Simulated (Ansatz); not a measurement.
```yaml
crystal:
  periodic: [false, false, false]
  atoms:
    - {symbol: Br, position_ang: [-2.761284, 3.077290, -0.256553]}
    - {symbol: C, position_ang: [-2.548632, 1.229408, -0.178762]}
    - {symbol: C, position_ang: [-3.696574, 0.436829, -0.210993]}
    - {symbol: C, position_ang: [-3.599693, -0.956100, -0.155795]}
    - {symbol: C, position_ang: [-2.358505, -1.575230, -0.067980]}
    - {symbol: C, position_ang: [-1.179852, -0.803507, -0.033450]}
    - {symbol: C, position_ang: [0.083361, -1.419848, 0.055364]}
    - {symbol: C, position_ang: [1.273807, -0.674361, 0.091470]}
    - {symbol: C, position_ang: [2.541818, -1.292430, 0.180684]}
    - {symbol: C, position_ang: [3.694840, -0.522011, 0.213882]}
    - {symbol: C, position_ang: [3.617074, 0.879744, 0.159328]}
    - {symbol: C, position_ang: [2.385989, 1.514588, 0.071653]}
    - {symbol: C, position_ang: [1.194399, 0.757666, 0.035898]}
    - {symbol: C, position_ang: [-0.067185, 1.376011, -0.052981]}
    - {symbol: C, position_ang: [-1.257783, 0.634008, -0.089222]}
    - {symbol: H, position_ang: [-4.676090, 0.913589, -0.279704]}
    - {symbol: H, position_ang: [-4.512179, -1.555436, -0.182237]}
    - {symbol: H, position_ang: [-2.286497, -2.664370, -0.024878]}
    - {symbol: H, position_ang: [0.135609, -2.511241, 0.097427]}
    - {symbol: H, position_ang: [2.604302, -2.382427, 0.222992]}
    - {symbol: H, position_ang: [4.671329, -1.006111, 0.282685]}
    - {symbol: H, position_ang: [4.533902, 1.472497, 0.186667]}
    - {symbol: H, position_ang: [2.328588, 2.604843, 0.029423]}
    - {symbol: H, position_ang: [-0.120744, 2.466598, -0.094932]}
basis:
  gaussian: {orbitals: def2-TZVP, initial_orbitals: start.molden}
total_charge: 1
magnetization: {spin_polarized: true, initial_magnetization: 1}
hamiltonian: {xc: pbe0, dispersion: d4}
scf: {omitted_lower_state_checks: [starts]}
output: {orbitals: {seedname: orbitals}}
```

The file start.molden holds the orbitals of an earlier run on this structure, at another level or in another basis.

```sh
$ ansatz run in.yaml --threads 4 --pin off --events-out ev --progress --plain --max-ram 6963MiB
```

**Question.** Does this run fit into the memory that it is given?

**Answer.** No. It has 536 basis functions, and Ansatz plans for 10 GiB where 7 GiB are given.
